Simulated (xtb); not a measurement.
xtb job for Ge(H)3(tBu) (C₄H₁₂Ge), SMILES C[C](C)(C)[GeH3], GFN2-xTB. 

```
$ xtb mol.xyz --gfn 2 --sp --chrg 0 --uhf 0 --json
$ cat mol.xyz
17

Ge    -0.00000000    -0.00000000     1.16457857
C      0.00000000     0.00000000    -0.84060752
C      1.37740540     0.41900210    -1.34282427
C     -1.05156916     0.98336702    -1.34282427
C     -0.32583624    -1.40236912    -1.34282427
H      0.36484304     1.34156523     1.72456366
H     -1.34425110    -0.35481928     1.72456366
H      0.97940806    -0.98674596     1.72456365
H      1.40437397     0.42482540    -2.43253760
H      1.62652436     1.41930256    -0.98987558
H      2.14215327    -0.27034237    -0.98616118
H     -0.83695327     1.99033033    -0.98616117
H     -2.04241424     0.69896013    -0.98987558
H     -1.07009658     1.00381085    -2.43253759
H     -1.30519999    -1.71998796    -0.98616118
H      0.41588989    -2.11826269    -0.98987558
H     -0.33427741    -1.42863623    -2.43253761
```

Log of the run:

```
[banner left out]
          |                Calculation Setup                |
           -------------------------------------------------



           -------------------------------------------------
          |                 G F N 2 - x T B                 |
           -------------------------------------------------

        Reference                      10.1021/acs.jctc.8b01176
      * Hamiltonian:
        H0-scaling (s, p, d)           1.850000    2.230000    2.230000
        zeta-weighting                 0.500000
      * Dispersion:
        s8                             2.700000
        a1                             0.520000
        a2                             5.000000
        s9                             5.000000
      * Repulsion:
        kExp                           1.500000    1.000000
        rExp                           1.000000
      * Coulomb:
        alpha                          2.000000
        third order                    shell-resolved
        anisotropic                    true
        a3                             3.000000
        a5                             4.000000
        cn-shift                       1.200000
        cn-exp                         4.000000
        max-rad                        5.000000


          ...................................................
          :                      SETUP                      :
          :.................................................:
          :  # basis functions                  38          :
          :  # atomic orbitals                  37          :
          :  # shells                           23          :
          :  # electrons                        32          :
          :  max. iterations                   250          :
          :  Hamiltonian                  GFN2-xTB          :
          :  restarted?                      false          :
          :  GBSA solvation                  false          :
          :  PC potential                    false          :
          :  electronic temp.          300.0000000     K    :
          :  accuracy                    1.0000000          :
          :  -> integral cutoff          0.2500000E+02      :
          :  -> integral neglect         0.1000000E-07      :
          :  -> SCF convergence          0.1000000E-05 Eh   :
          :  -> wf. convergence          0.1000000E-03 e    :
          :  Broyden damping             0.4000000          :
          :  net charge                          0          :
          :  unpaired electrons                  0          :
          ...................................................

 iter      E             dE          RMSdq      gap      omega  full diag
   1    -16.7365190 -0.167365E+02  0.248E+00    7.02       0.0  T
   2    -16.7810502 -0.445311E-01  0.538E+00    7.75       1.0  T
   3    -16.7964396 -0.153895E-01  0.463E+00    7.62       1.0  T
   4    -16.8019910 -0.555140E-02  0.233E+00    7.59       1.0  T
   5    -16.8165928 -0.146018E-01  0.119E-01    7.28       1.0  T
   6    -16.8166309 -0.380617E-04  0.692E-02    7.29       1.0  T
   7    -16.8166377 -0.676757E-05  0.123E-02    7.29       2.0  T
   8    -16.8166379 -0.211499E-06  0.490E-03    7.29       5.0  T
   9    -16.8166379 -0.434847E-07  0.171E-03    7.28      14.1  T
  10    -16.8166379 -0.358186E-08  0.245E-04    7.28      99.0  T
  11    -16.8166379 -0.145135E-09  0.101E-04    7.28     240.5  T

   *** convergence criteria satisfied after 11 iterations ***

         #    Occupation            Energy/Eh            Energy/eV
      -------------------------------------------------------------
         1        2.0000           -0.6323941             -17.2083
       ...           ...                  ...                  ...
        10        2.0000           -0.4656611             -12.6713
        11        2.0000           -0.4519932             -12.2994
        12        2.0000           -0.4358254             -11.8594
        13        2.0000           -0.4358254             -11.8594
        14        2.0000           -0.4307922             -11.7225
        15        2.0000           -0.4307922             -11.7225
        16        2.0000           -0.3929236             -10.6920 (HOMO)
        17                         -0.1252360              -3.4078 (LUMO)
        18                         -0.0954745              -2.5980
        19                         -0.0954745              -2.5980
        20                          0.0247536               0.6736
        21                          0.0283826               0.7723
       ...                                ...                  ...
        37                          1.2425106              33.8104
      -------------------------------------------------------------
                  HL-Gap            0.2676877 Eh            7.2842 eV
             Fermi-level           -0.2590798 Eh           -7.0499 eV

 SCC (total)                   0 d,  0 h,  0 min,  0.013 sec
 SCC setup                      ...        0 min,  0.000 sec (  1.191%)
 Dispersion                     ...        0 min,  0.000 sec (  0.911%)
 classical contributions        ...        0 min,  0.000 sec (  0.553%)
 integral evaluation            ...        0 min,  0.002 sec ( 14.439%)
 iterations                     ...        0 min,  0.006 sec ( 48.490%)
 molecular gradient             ...        0 min,  0.004 sec ( 32.663%)
 printout                       ...        0 min,  0.000 sec (  1.601%)

         :::::::::::::::::::::::::::::::::::::::::::::::::::::
         ::                     SUMMARY                     ::
         :::::::::::::::::::::::::::::::::::::::::::::::::::::
         :: total energy             -16.597660489801 Eh    ::
         :: gradient norm              0.000081416099 Eh/a0 ::
         :: HOMO-LUMO gap              7.284152788182 eV    ::
         ::.................................................::
         :: SCC energy               -16.816600164842 Eh    ::
         :: -> isotropic ES            0.001518055713 Eh    ::
         :: -> anisotropic ES          0.004853464330 Eh    ::
         :: -> anisotropic XC          0.009312564837 Eh    ::
         :: -> dispersion             -0.010832121729 Eh    ::
         :: repulsion energy           0.218939675041 Eh    ::
         :: add. restraining           0.000000000000 Eh    ::
         :: total charge              -0.000000000000 e     ::
         :::::::::::::::::::::::::::::::::::::::::::::::::::::

           -------------------------------------------------
          |                Property Printout                |
           -------------------------------------------------

    * Orbital Energies and Occupations

         #    Occupation            Energy/Eh            Energy/eV
      -------------------------------------------------------------
         1        2.0000           -0.6323941             -17.2083
       ...           ...                  ...                  ...
         4        2.0000           -0.5884130             -16.0115
         5        2.0000           -0.5374873             -14.6258
         6        2.0000           -0.5007163             -13.6252
         7        2.0000           -0.4967117             -13.5162
         8        2.0000           -0.4967117             -13.5162
         9        2.0000           -0.4656611             -12.6713
        10        2.0000           -0.4656611             -12.6713
        11        2.0000           -0.4519932             -12.2994
        12        2.0000           -0.4358254             -11.8594
        13        2.0000           -0.4358254             -11.8594
        14        2.0000           -0.4307922             -11.7225
        15        2.0000           -0.4307922             -11.7225
        16        2.0000           -0.3929236             -10.6920 (HOMO)
        17                         -0.1252360              -3.4078 (LUMO)
        18                         -0.0954745              -2.5980
        19                         -0.0954745              -2.5980
        20                          0.0247536               0.6736
        21                          0.0283826               0.7723
        22                          0.0283826               0.7723
        23                          0.1067353               2.9044
        24                          0.1182885               3.2188
        25                          0.1182885               3.2188
        26                          0.1572860               4.2800
        27                          0.2110079               5.7418
       ...                                ...                  ...
        37                          1.2425106              33.8104
      -------------------------------------------------------------
                  HL-Gap            0.2676877 Eh            7.2842 eV
             Fermi-level           -0.2590798 Eh           -7.0499 eV

     #   Z          covCN         q      C6AA      α(0)
     1  32 Ge       3.773     0.098   169.765    23.386
     2   6 C        3.805    -0.010    20.753     6.485
     3   6 C        3.784    -0.102    22.457     6.750
     4   6 C        3.784    -0.102    22.457     6.750
     5   6 C        3.784    -0.102    22.457     6.750
     6   1 H        0.938    -0.025     3.520     2.933
     7   1 H        0.938    -0.025     3.520     2.933
     8   1 H        0.938    -0.025     3.520     2.933
     9   1 H        0.925     0.031     2.565     2.505
    10   1 H        0.925     0.033     2.547     2.496
    11   1 H        0.925     0.033     2.547     2.496
    12   1 H        0.925     0.033     2.547     2.496
    13   1 H        0.925     0.033     2.547     2.496
    14   1 H        0.925     0.031     2.565     2.505
    15   1 H        0.925     0.033     2.547     2.496
    16   1 H        0.925     0.033     2.547     2.496
    17   1 H        0.925     0.031     2.565     2.505

 Mol. C6AA /au·bohr⁶  :       2662.442762
 Mol. C8AA /au·bohr⁸  :      86462.609439
 Mol. α(0) /au        :         81.411638


Wiberg/Mayer (AO) data.
largest (>0.10) Wiberg bond orders for each atom

 ---------------------------------------------------------------------------
     #   Z sym  total        # sym  WBO       # sym  WBO       # sym  WBO
 ---------------------------------------------------------------------------
     1  32 Ge   3.507 --     8 H    0.865     6 H    0.865     7 H    0.865
                             2 C    0.819
     2   6 C    3.991 --     3 C    1.013     4 C    1.013     5 C    1.013
                             1 Ge   0.819
     3   6 C    3.997 --     2 C    1.013    10 H    0.982    11 H    0.982
                             9 H    0.981
     4   6 C    3.997 --     2 C    1.013    13 H    0.982    12 H    0.982
                            14 H    0.981
     5   6 C    3.997 --     2 C    1.013    16 H    0.982    15 H    0.982
                            17 H    0.981
     6   1 H    0.999 --     1 Ge   0.865
     7   1 H    0.999 --     1 Ge   0.865
     8   1 H    0.999 --     1 Ge   0.865
     9   1 H    0.999 --     3 C    0.981
    10   1 H    0.999 --     3 C    0.982
    11   1 H    0.999 --     3 C    0.982
    12   1 H    0.999 --     4 C    0.982
    13   1 H    0.999 --     4 C    0.982
    14   1 H    0.999 --     4 C    0.981
    15   1 H    0.999 --     5 C    0.982
    16   1 H    0.999 --     5 C    0.982
    17   1 H    0.999 --     5 C    0.981
 ---------------------------------------------------------------------------

Topologies differ in total number of bonds
Writing topology from bond orders to xtbtopo.mol

molecular dipole:
                 x           y           z       tot (Debye)
 q only:       -0.000       0.000      -0.038
   full:       -0.000       0.000      -0.408       1.037
Note: The following floating-point exceptions are signalling: IEEE_UNDERFLOW_FLAG IEEE_DENORMAL
normal termination of xtb
molecular quadrupole (traceless):
                xx          xy          yy          xz          yz          zz
 q only:        0.118       0.000       0.118       0.000       0.000      -0.236
  q+dip:        0.735       0.000       0.735       0.000      -0.000      -1.470
   full:        0.377       0.000       0.377       0.000      -0.000      -0.754


           -------------------------------------------------
          | TOTAL ENERGY              -16.597660489801 Eh   |
          | GRADIENT NORM               0.000081416099 Eh/α |
          | HOMO-LUMO GAP               7.284152788182 eV   |
           -------------------------------------------------

------------------------------------------------------------------------
------------------------------------------------------------------------
 total:
 SCF:
```

The run converged.

Cost: very roughly 0.06 core-seconds.
